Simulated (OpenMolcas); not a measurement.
Co3+ (d6) in a complex was computed by SS-CASPT2, IPEA 0.25 Eh, imaginary shift 0.2 Eh with the d shell active (OpenMolcas, ANO-RCC-VTZP on the metal). Its lowest spin-free states, and all those of the highest spin:

```
2S+1  Degeneracy  E (cm-1)
   5           2         0
   5           1      1940
   5           1      6980
   3           2      7650
   3           1      9090
   1           1      9560
   3           1     11670
   3           1     12170
   5           1     15390
   1           2     15750
   3           2     15810
   3           2     18540
```

**Question.** Is the site octahedral, tetrahedral or cube-like, axial, or of lower symmetry?

**Answer.** The states with 2S+1 = 5 have orbital degeneracies 2, 1, 1, 1. There are pairs but no triples, so the site is axial: not cubic, but with a proper or improper axis of order three or more. The run had Co3+ with 6 ligands (fluoride) in tetragonal octahedral coordination (D4h) at 1.92 Å, the axial distance 2.196 Å. A charge of +0.5 e stands 3.2 Å behind each ligand. Ligand basis ANO-RCC-VDZP.

Over all roots computed the reference weight is 0.68 to 0.72; a low but even weight reflects the number of correlated electrons. An orbital doublet at a regular site is open to a Jahn-Teller distortion, which this geometry leaves out. This shell can be high or low spin here, a state of another spin lies low, and with metal d orbitals alone active their balance is uncertain, so the ground spin may be wrong. A single d shell leaves out the double-shell effect, which counts most for late 3d ions, where the CASPT2 field can be off either way by tens of per cent. Ligand-to-metal charge-transfer states are missing. With no ligand orbital active B as a rule stays too high, so bands that hang on it stand too high and its fall with covalency is understated. With one d shell and no ligand orbital active, 10Dq can be off by a tenth or more. No measured value stands beside these numbers; the geometry is a model, was not optimised and need not be the one that this ion takes.
